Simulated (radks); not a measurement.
The numbers below are computed, except where a source is named.
Species: Sn3+. Configuration: [Ar] 3d10 4s2 4p5.75 4d10 5s1.25 (fractional occupations, a model configuration). Code: a radial shooting solver on a logarithmic mesh with Libxc functionals. Model: scalar-relativistic Kohn-Sham, exchange-only LDA, spin-polarised, spherical densities, point nucleus; open shells are filled with parallel spins first (spin-orbit coupling, left out, can overturn this in heavy ions).

Normalised radial functions P(r) = r R(r), r in bohr:

r	4p down	5s up
0.003612	0.0096	0.0592
0.004817	0.0159	0.0724
0.006425	0.0262	0.0862
0.008502	0.0421	0.0989
0.01134	0.0678	0.1081
0.015	0.1056	0.1092
0.02001	0.1614	0.0963
0.02669	0.2364	0.0627
0.03531	0.3230	0.0067
0.0471	0.4080	-0.0699
0.06232	0.4493	-0.1435
0.08312	0.3916	-0.1799
0.1109	0.1786	-0.1316
0.1467	-0.1703	0.0103
0.1956	-0.5423	0.1917
0.2609	-0.6736	0.2669
0.3452	-0.3654	0.1226
0.4605	0.3332	-0.1924
0.6093	0.9943	-0.4052
0.8126	1.2205	-0.2715
1.084	0.9390	0.1835
1.434	0.4960	0.6336
1.913	0.1696	0.8084
2.551	0.0350	0.6344
3.375	0.0041	0.3232
4.502	0.0002	0.0956
5.957	0.0000	0.0156
7.945	0.0000	0.0011

4p down: eigenvalue -118.94 eV, 2 radial nodes at r = 0.129, 0.406 bohr, <r> = 0.882 bohr, 90 % of the charge inside 1.30 bohr. 5s up: eigenvalue -36.253 eV, 4 radial nodes at r = 0.0363, 0.144, 0.389, 0.977 bohr, <r> = 2.11 bohr, 90 % of the charge inside 3.03 bohr.
